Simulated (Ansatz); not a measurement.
System: silylphosphine, sum formula SiPH$_{5}$ (charge 0, singlet). 
Structure (B3LYP-D3(BJ)/def2-TZVP (Ansatz, a first-principles code) minimum search):
SMILES: [SiH3]P
```xyz
7

Si    -1.0725     0.0867     0.2119
P      1.1233    -0.0680    -0.3324
H     -1.8171    -0.8926    -0.6134
H     -1.5318     1.4532    -0.1291
H     -1.3565    -0.1741     1.6427
H      1.3129    -1.2974     0.3513
H      1.5580     0.7172     0.7672
```
Charge 0, spin multiplicity 1.

Quantity: vertical ionisation energy (to the doublet state of charge +1; each state is the SCF solution reached for its spin), in eV. Correlated levels leave the core frozen unless marked. Open shells are spin-unrestricted. No spin-orbit coupling. Non-relativistic. CBS(X,Y): correlation extrapolated as X^-3; Hartree-Fock from the larger set. The bracket is a focal-point correction in the basis named.

```tsv
level	program	vertical ionisation energy (eV)
HF/aug-cc-pV(D+d)Z	Ansatz	8.83
HF/def2-SVPD	Ansatz	8.83
HF/def2-QZVPPD	Ansatz	8.80
SVWN5/def2-TZVPD	Ansatz	9.87
r2SCAN/def2-TZVPD	Ansatz	9.73
B3LYP/def2-TZVPD	Ansatz	9.83
wB97M-V/def2-TZVPD	Ansatz	9.88
```

### Question
Predict the RI-MP2/CBS(def2-TZVPPD,def2-QZVPPD)+[CCSD(T)-MP2]/def2-TZVPPD result (Ansatz).

### Answer
9.97 eV
